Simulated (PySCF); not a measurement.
C2H7MgNSe (SMILES C[N](C)[Mg][SeH]), singlet, geometry from GFN2-xTB (such geometries of metal compounds can be far from the true shape); DF-CAMB3LYP/6-31G** run with PySCF.

Here is a job for PySCF.
```python
from pyscf import gto, scf, dft

mol = gto.M(
    atom='''
Mg   -1.14585058   -0.56301030   -0.02421524
N    -1.51788994    1.12090082   -0.91793187
C    -0.72200424    1.20173912   -2.11524175
C    -1.16350401    2.19095296   -0.02277569
H    -0.90249933    2.15943356   -2.61804555
H     0.36907265    1.13965708   -1.91582271
H    -1.00481367    0.39122012   -2.79449454
H    -0.09445828    2.16692162    0.28065883
H    -1.33674135    3.15785997   -0.50985370
H    -1.78693913    2.13418549    0.87555260
Se    1.15784688   -0.89379434    0.73323536
H     1.07807092   -2.20660505    1.29621336
''',
    basis='6-31g**',
    verbose=4,
    max_memory=1800,
)

mf = dft.RKS(mol)
mf.xc = 'camb3lyp'
mf = mf.density_fit(auxbasis='def2-universal-jkfit')
mf.kernel()
```

Write the output that PySCF gives for this input, abridged.


```
PySCF version 2.14.0

[INPUT] verbose = 4
[INPUT] num. atoms = 12
[INPUT] num. electrons = 72
[INPUT] charge = 0
[INPUT] spin (= nelec alpha-beta = 2S) = 0
[INPUT] symmetry False subgroup None
[INPUT] Mole.unit = angstrom
[INPUT] Symbol           X                Y                Z      unit          X                Y                Z       unit  Magmom
[...]
nuclear repulsion = 359.3023395863
number of shells = 59
number of NR pGTOs = 276
number of NR cGTOs = 127
basis = 6-31g**
ecp = {}

******** <class 'pyscf.df.df_jk.DFRKS'> ********
method = DFRKS
initial guess = minao
damping factor = 0
level_shift factor = 0
DIIS = <class 'pyscf.scf.diis.CDIIS'>
diis_start_cycle = 1
diis_space = 8
diis_damp = 0
SCF conv_tol = 1e-09
SCF conv_tol_grad = None
SCF max_cycles = 50
direct_scf = False
XC library pyscf.dft.libxc version 7.1.2
    S. Lehtola, C. Steigemann, M. J. T. Oliveira, and M. A. L. Marques,  SoftwareX 7, 1–5 (2018)
XC functionals = camb3lyp
    T. Yanai, D. P. Tew, and N. C. Handy,  Chem. Phys. Lett. 393, 51 (2004)
radial grids:
    Treutler-Ahlrichs [JCP 102, 346 (1995); DOI:10.1063/1.469408] (M4) radial grids

becke partition: Becke, JCP 88, 2547 (1988); DOI:10.1063/1.454033
pruning grids: <function nwchem_prune>
grids dens level: 3
symmetrized grids: False
atomic radii adjust function: <function treutler_atomic_radii_adjust>
small_rho_cutoff = 0
Set gradient conv threshold to 3.16228e-05
Initial guess from minao.
tot grids = 149800
******** <class 'pyscf.df.df.DF'> ********
auxbasis = def2-universal-jkfit
Create RSH-DF object <pyscf.df.df.DF object> for omega=0.33
******** <class 'pyscf.df.df.DF'> ********
auxbasis = auxmol.basis = def2-universal-jkfit
init E= -2736.03217134745
[...]
cycle= 1 E= -2736.47994069315  delta_E= -0.448  |g|= 0.498  |ddm|= 3.09
[...]
cycle= 2 E= -2736.45615590533  delta_E= 0.0238  |g|= 0.633  |ddm|= 1.32
[...]
cycle= 3 E= -2736.5536096708  delta_E= -0.0975  |g|= 0.0771  |ddm|= 0.691
[...]
cycle= 4 E= -2736.55509938243  delta_E= -0.00149  |g|= 0.0238  |ddm|= 0.119
[...]
cycle= 5 E= -2736.55530773915  delta_E= -0.000208  |g|= 0.0107  |ddm|= 0.0454
[...]
cycle= 6 E= -2736.55534192758  delta_E= -3.42e-05  |g|= 0.00193  |ddm|= 0.0158
[...]
cycle= 7 E= -2736.55535276786  delta_E= -1.08e-05  |g|= 0.000986  |ddm|= 0.0117
[...]
cycle= 8 E= -2736.55535639632  delta_E= -3.63e-06  |g|= 0.000357  |ddm|= 0.00817
[...]
cycle= 9 E= -2736.555357042  delta_E= -6.46e-07  |g|= 9.53e-05  |ddm|= 0.00437
[...]
cycle= 10 E= -2736.55535706322  delta_E= -2.12e-08  |g|= 3.15e-05  |ddm|= 0.000703
[...]
cycle= 11 E= -2736.55535706429  delta_E= -1.07e-09  |g|= 1.85e-05  |ddm|= 0.000154
[...]
cycle= 12 E= -2736.5553570644  delta_E= -1.14e-10  |g|= 6.74e-06  |ddm|= 3.96e-05
[...]
Extra cycle  E= -2736.55535706441  delta_E= -1.14e-11  |g|= 8.45e-06  |ddm|= 1.67e-05
converged SCF energy = -2736.55535706441
```
